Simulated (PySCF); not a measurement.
## Simulated absorption spectrum

Compound: C₄H₆N₂OS.
Bonds: C1–O2, O2–C3, C3–C4, C4–C5 (aromatic), C5–N6 (aromatic), N6–S7 (aromatic), S7–N8 (aromatic), C4–N8 (aromatic). Hydrogens: H9, H10, H11 on C1; H12, H13 on C3; H14 on C5.

Method: PySCF 2.14.0, density-fitted response routines, TDDFT PBE0/def2-SVPD, vertical, gas phase, core orbitals frozen in the response. Isolated species at its GFN2-xTB geometry (one conformer only). Torsions of this conformer, `[CH3:1][O:2][CH2:3][c:4]1[cH:5][n:6][s:7][n:8]1`: C1–O2–C3–C4 180°, O2–C3–C4–C5 0°.

Computed states:

```tsv
state	E (eV)	f
S1	5.05	0.0000
S2	5.37	0.070
S3	5.72	0.130
S4	6.06	0.0025
S5	6.28	0.0000
S6	6.74	0.015
```

Broadening: Gaussians 0.3 eV wide at half height, area fixed by f = 4.319×10⁻⁹ ∫ε dν̃. The width is an assumption, not a result. The curve ends short of the highest state used, and states not computed would add to its high-energy end.

Question: Give the broadened spectrum and its maxima.

Answer: 
| E (eV) | ε (L mol⁻¹ cm⁻¹) |
| --- | --- |
| 4.60 | 0 |
| 4.67 | 0 |
| 4.74 | 0 |
| 4.80 | 1 |
| 4.87 | 4 |
| 4.94 | 24 |
| 5.00 | 102 |
| 5.07 | 422 |
| 5.14 | 1302 |
| 5.20 | 2693 |
| 5.27 | 4767 |
| 5.34 | 6325 |
| 5.40 | 6613 |
| 5.47 | 6265 |
| 5.54 | 6830 |
| 5.60 | 8694 |
| 5.67 | 11181 |
| 5.74 | 11591 |
| 5.80 | 9579 |
| 5.87 | 5865 |
| 5.94 | 2746 |
| 6.01 | 1074 |
| 6.07 | 491 |
| 6.14 | 237 |

Maxima: 230 nm (5.39 eV), ε about 6600, made up of S2 (94%); 217 nm (5.71 eV), ε about 12000, made up of S3 (99%) (ε in L mol⁻¹ cm⁻¹; maxima over ε = 5, shares over 10%).

Question: What would ε be at 5.71 eV, the highest of these maxima, with half the width (0.15 eV)?

Answer: About 23000 L mol⁻¹ cm⁻¹ against 11800, a factor of about 1.95; a lone state at its own centre would give exactly 2.

Question: Coming from long wavelengths, where does ε first pass 100 L mol⁻¹ cm⁻¹?

Answer: At about 248 nm (5.00 eV), 0.05 eV below S1.

Question: On this curve, what absorbance would a 10⁻⁵ mol/L sample give at 248 nm over a 1 cm path?

Answer: 248 nm is 4.999 eV, where ε is about 100 L mol⁻¹ cm⁻¹, so A = ε c l ≈ 0.001 (Beer–Lambert, with the gas-phase spectrum and the assumed width).
